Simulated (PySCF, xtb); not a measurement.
CH3Si, SMILES C[Si] (connectivity only; charge and spin as stated), neutral, multiplicity 2.

Harmonic wavenumbers (cm⁻¹) from GFN2-xTB (xtb 6.7.1) at its own minimum, in rising order: 640, 745, 745, 1362, 1501, 1501, 2965, 2965, 2972.

### Question
What does PBE0-D3(BJ)/def2-TZVP (PySCF) give at its own minimum? (The exact figures need the calculation; the answer reports its results.)

### Answer
498, 604, 687, 1231, 1339, 1431, 2984, 3075, 3116. Paired by order, the mean absolute difference is 108 cm⁻¹ and the zero-point energies are 22.0 and 21.4 kcal/mol.
